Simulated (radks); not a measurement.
Values are calculated unless marked as measured or tabulated.
Problem. Dy II, configuration [Xe] 4f10 6s1. Level of theory: scalar-relativistic Kohn-Sham, PBE, spin-unpolarised, spherical densities, point nucleus (a radial shooting solver on a logarithmic mesh with Libxc functionals). Some entries of the table are withheld. Estimate them.

| orbital | occ. | eigenvalue (eV) | r(max) (bohr) | <1/r> (bohr^-1) |
|---|---|---|---|---|
| 1s | 2 | (1) | 0.01337 | 74.58 |
| 2s | 2 | -8942.476 | 0.07603 | 17.33 |
| 2p | 6 | -7934.599 | 0.06169 | 16.09 |
| 3s | 2 | -1995.466 | 0.2154 | 6.377 |
| 3p | 6 | -1686.120 | (2) | 5.976 |
| 3d | 10 | -1288.618 | 0.1729 | 5.668 |
| 4s | 2 | -399.8191 | 0.4940 | 2.688 |
| 4p | 6 | -298.0101 | 0.5160 | 2.465 |
| 4d | 10 | -159.4320 | (3) | 2.173 |
| 5s | 2 | (4) | 1.158 | 1.017 |
| 5p | 6 | -31.8313 | 1.324 | 0.8451 |
| 4f | 10 | -9.5396 | 0.5391 | 1.554 |
| 6s | 1 | -8.8452 | 3.237 | 0.3374 |

Solution. 
(1) 1s eigenvalue (eV): -53669.32
(2) 3p r(max) (bohr): 0.2117
(3) 4d r(max) (bohr): 0.5345
(4) 5s eigenvalue (eV): -55.4166
